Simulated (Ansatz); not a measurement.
C$_{6}$H$_{15}$Al (SMILES C[CH2][Al]([CH2]C)[CH2]C), singlet, geometry from GFN2-xTB (such geometries of metal compounds can be far from the true shape); Ansatz (a first-principles code) with MP2/6-31G*.

Ansatz was given this input:
Ansatz 0.2 input:
```yaml
crystal:
  periodic: [false, false, false]
  atoms:
    - {symbol: Al, position_ang: [0.23254875, -0.09127216, 0.17781867]}
    - {symbol: C, position_ang: [1.60822037, 0.29411525, -1.23879162]}
    - {symbol: C, position_ang: [1.28366688, 1.38923772, -2.26742086]}
    - {symbol: H, position_ang: [1.87585448, -0.62020127, -1.79032132]}
    - {symbol: H, position_ang: [2.53321401, 0.57609625, -0.70786354]}
    - {symbol: H, position_ang: [1.06813100, 2.33432054, -1.77027088]}
    - {symbol: H, position_ang: [0.41262384, 1.11732709, -2.85999573]}
    - {symbol: H, position_ang: [2.11890541, 1.54863674, -2.95129636]}
    - {symbol: C, position_ang: [-1.76368020, -0.03452995, -0.07842335]}
    - {symbol: C, position_ang: [-2.25206622, 0.36624641, -1.47916509]}
    - {symbol: H, position_ang: [-2.21743853, 0.64744823, 0.65749449]}
    - {symbol: H, position_ang: [-2.18599895, -1.02150165, 0.16760771]}
    - {symbol: H, position_ang: [-1.84026666, -0.30078311, -2.23581630]}
    - {symbol: H, position_ang: [-1.93818296, 1.38058695, -1.72020746]}
    - {symbol: H, position_ang: [-3.34027682, 0.32383459, -1.54743145]}
    - {symbol: C, position_ang: [0.94484373, -0.58959003, 1.99107131]}
    - {symbol: C, position_ang: [-0.08642383, -1.31826703, 2.86693314]}
    - {symbol: H, position_ang: [1.30181723, 0.29398901, 2.54049732]}
    - {symbol: H, position_ang: [1.83528786, -1.22749113, 1.88612950]}
    - {symbol: H, position_ang: [-0.38163133, -2.26093079, 2.40736096]}
    - {symbol: H, position_ang: [-0.98435636, -0.71320404, 2.98806130]}
    - {symbol: H, position_ang: [0.31181976, -1.53486371, 3.85918757]}
basis:
  gaussian:
    orbitals: 6-31G*
magnetization: {spin_polarized: false}
correlation: {method: mp2}
```

The log (banner, timings and long lists left out):

```
Functional definition: HF
1506 factors; integrals over basis functions are off by at most 7.8e-4 eV
mean field evaluation 1: about -12998.1952 eV, gradient 3.9e1 eV
mean field evaluation 2: about -12998.2837 eV, gradient 3.9e1 eV
mean field evaluation 4: about -13002.5320 eV, gradient 3.8e0 eV
mean field evaluation 8: about -13002.5827 eV, gradient 8.0e-2 eV
mean field -13002.58275387 eV, -477.8361027377 hartree, gradient 5.2e-6 eV, S^2 0.000000; 0 other end points of the search recorded, 0 dependent functions left out
11 core orbitals not correlated
reference -13002.58275387 eV, -477.8361027377 hartree; 21, 21 occupied and 107, 107 virtual orbitals, 1506 factors
second order -22.91742725 eV of doubles, -0.00000000 eV of singles
Total energy: -13025.50018112 eV, -478.6783026551 hartree
```
